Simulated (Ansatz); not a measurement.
CH₆BClOSn. Total charge 0; spin multiplicity 1. Sn takes the def2 core potential. The bonds changed during the relaxation, so this is another structure than the one it started from. All single points use the PBE0-D4/def2-TZVP geometry. It is one conformer, not always the lowest.

```xyz
11

B    -0.906    2.083    0.397
Sn   -0.230   -0.085    0.513
C     0.031   -1.600   -0.986
O     1.181   -0.537    1.803
Cl    0.564    2.171   -0.816
H    -0.676    2.626    1.433
H    -1.958    2.177   -0.155
H    -0.549   -1.354   -1.876
H    -0.303   -2.560   -0.588
H     1.088   -1.669   -1.248
H     1.758   -1.252    1.524
```

Problem. What is the dipole moment at ωB97M-V/def2-TZVPP? (Best estimate.)

Solution. Computed: 3.87 D, with components (-0.55, -3.67, -1.10) D in this frame, pointing from negative to positive charge.

Problem. And with PBE, r2SCAN, B3LYP? (Estimate.)

Solution. Ansatz gave: PBE 3.69 D, r2SCAN 3.75 D, B3LYP 3.73 D.

Problem. Give the Mulliken charges with ωB97M-V, B3LYP, PBE in def2-TZVPP. (Estimate.)

Solution. Ansatz gave: 
```tsv
atom	ωB97M-V	B3LYP	PBE
B1	-0.31	-0.21	-0.25
Sn2	0.82	0.90	0.85
C3	-0.61	-0.59	-0.57
O4	-0.52	-0.54	-0.49
Cl5	-0.16	-0.21	-0.17
H6	0.09	0.05	0.04
H7	0.07	0.03	0.02
H8	0.15	0.14	0.14
H9	0.15	0.13	0.13
H10	0.15	0.13	0.13
H11	0.17	0.17	0.18
```

B3LYP here is the variant with VWN-RPA as its local correlation; programs differ in this.
